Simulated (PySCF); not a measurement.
A structure optimised at B3LYP-D3(BJ)/def2-SVP, used in a PySCF frequency run:

```xyz
5

Si     0.0000     0.0000     0.5108
Cl    -1.6766    -0.9680    -0.1791
Cl     0.0000     1.9360    -0.1791
Cl     1.6766    -0.9680    -0.1791
H      0.0000     0.0000     1.9841
```

Question: Write its SMILES, formula and point group.

Answer: Cl[SiH](Cl)Cl, Cl3HSi, C3v

Question: What are its rotational constants (standard atomic weights)?

Answer: 2.3620, 2.3620, 1.2678 GHz
